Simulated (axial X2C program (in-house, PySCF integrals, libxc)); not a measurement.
**Which functional? An output for CdB**

An SCF output computed with an axial X2C code built on PySCF integrals for CdB at 2.415 Å, two-component, state Ω = 1/2, Cd dyall-v3z [12s12p8d3f2g], B dyall-v3z [7s6p2d1f] (cores contracted in-house), without its first line:

```
basis functions 169  fitting functions 915  grid points 5081
iter        total energy     max residual
   1      -5613.547075888     5.04e-01
   2      -5613.572518280     8.10e-03
   3      -5613.574308462     2.26e-02
   4      -5613.575328535     1.62e-02
   5      -5613.576914005     7.93e-03
   6      -5613.578425511     2.64e-02
   7      -5613.581042794     2.88e-02
   8      -5613.584186778     2.02e-02
   9      -5613.584800093     5.02e-03
  10      -5613.585051230     2.99e-03
  11      -5613.585122395     7.12e-04
  12      -5613.585130962     3.64e-04
  13      -5613.585134987     3.65e-04
  14      -5613.585136592     2.19e-04
  15      -5613.585137215     1.04e-04
  16      -5613.585137517     1.09e-04
  17      -5613.585137806     1.09e-04
  18      -5613.585138342     1.01e-04
  19      -5613.585139193     1.12e-04
  20      -5613.585140164     9.56e-05
  21      -5613.585140771     6.53e-05
  22      -5613.585140981     4.07e-05
  23      -5613.585141044     2.38e-05
  24      -5613.585141073     1.15e-05
  25      -5613.585141083     5.61e-06
  26      -5613.585141084     1.67e-06
converged
one-electron -7837.49599420  Coulomb 2331.50779081  exact exchange -157.13990133  xc functional 0.00000000  nuclear repulsion 52.58903959  atomic mean-field constant -3.04607595
```

Question: Which level of theory produced it?
A. BP86
B. TPSSh
C. PBE0
D. HF

Answer: D. The exact-exchange term against the functional term shows a share of 1 of exact exchange.
